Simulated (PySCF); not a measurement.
PySCF input for H8N2Si2, SMILES N[SiH2][SiH2]N, PBE/pcSseg-1. Geometry: PBE0-D3(BJ)/def2-SVP. One conformer was computed; it need not be the lowest.

```python
import numpy as np
from pyscf import gto, scf, dft
from pyscf.prop.nmr import rks as nmr

mol = gto.M(
    atom='''
    Si    1.10124547   -0.30818702   -0.65337581
    N     1.65374321    0.94780640    0.40481647
    Si   -1.05372575   -0.69941243    0.18260369
    N    -1.65477066    0.90793501    0.53366748
    H     1.98889709   -1.51231595   -0.58251443
    H     1.03030629    0.05561393   -2.11481988
    H     0.93262896    1.53849463    0.80865918
    H     2.52041422    1.45078082    0.25617163
    H    -1.89593121   -1.52873273   -0.74840620
    H    -1.01182399   -1.42505806    1.48994259
    H    -1.77407795    1.54400658   -0.24917958
    H    -2.44849720    0.99341324    1.16156852
    ''',
    basis='pcSseg-1',
    charge=0,
    spin=0,
    max_memory=1600,
    verbose=3,
)
mf = dft.RKS(mol, xc='pbe')
mf.grids.level = 3
mf.conv_tol = 1e-10
mf.max_cycle = 100
mf.kernel()
n = nmr.NMR(mf)
n.verbose = 2
n.max_cycle_cphf = 60
sigma = n.kernel()
print('atom   isotropic/ppm   span/ppm')
for i, s in enumerate(sigma):
    w = np.linalg.eigvalsh((s + s.T) / 2)
    print(f'{mol.atom_symbol(i):2s}{i + 1:3d} {w.mean():14.3f} {w[2] - w[0]:11.3f}')
```

Program output:

```
converged SCF energy = -692.865053335922
atom   isotropic/ppm   span/ppm
Si  1        396.947     126.363
N   2        264.976      69.115
Si  3        382.671     125.680
N   4        266.564      92.450
H   5         26.344       8.294
H   6         25.982       8.721
H   7         30.477      19.733
H   8         31.492      20.117
H   9         26.022       9.314
H  10         26.210       7.152
H  11         32.049      17.841
H  12         31.288      19.962
```

Self-consistency was reached.

Cost: about 30 core-seconds (a rough figure).
